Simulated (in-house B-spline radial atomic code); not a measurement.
Sc3+ is squeezed into an impenetrable sphere of radius R (the orbitals vanish at R). Level of theory: Dirac-Kohn-Sham LDA VWN5, spherical fractional occupations, Fermi nucleus of rms radius 3.5459 fm; calculated with a radial B-spline atomic code at the basis-set limit.

Energies in eV above the free ion in [Ne] 3s2 3p6:

| R (bohr) | highest level (eV) | [Ne] 3s2 3p6 | [He] 2s2 2p5 3s2 3p6 3d1 | [Ne] 3s2 3p5 3d1 |
| --- | --- | --- | --- | --- |
| 7.73 | -64.5 | 0 | 404.5 | 32.19 |
| 5.85 | -64.5 | 4.28e-05 | 404.5 | 32.19 |
| 5.01 | -64.5 | 0.001095 | 404.5 | 32.2 |
| 4.07 | -64.4 | 0.0375 | 404.6 | 32.34 |
| 3.61 | -64.3 | 0.2007 | 404.9 | 32.68 |
| 3.28 | -64 | 0.6513 | 405.4 | 33.39 |
| 2.49 | -59.9 | 9.894 | 414.8 | 44.26 |
| 2.22 | -55.2 | 24.4 | 429.2 | 59.78 |
| 1.79 | -36.1 | 101.5 | 506.3 | 138.3 |
| 1.3 | 43.9 | 536 | 950.8 | 563.5 |

(1) Does [He] 2s2 2p5 3s2 3p6 3d1 fall below [Ne] 3s2 3p6 under compression?

(2) Does [Ne] 3s2 3p5 3d1 fall below [Ne] 3s2 3p6 under compression?

The highest level is first positive in the row R = 1.3 bohr, pushed up by confinement above the zero of the free ion's potential. Each configuration is held fixed and needn't be the lowest in the sphere.

## Answers

(1) No, it stays above over the whole range.

(2) No, it stays above over the whole range.
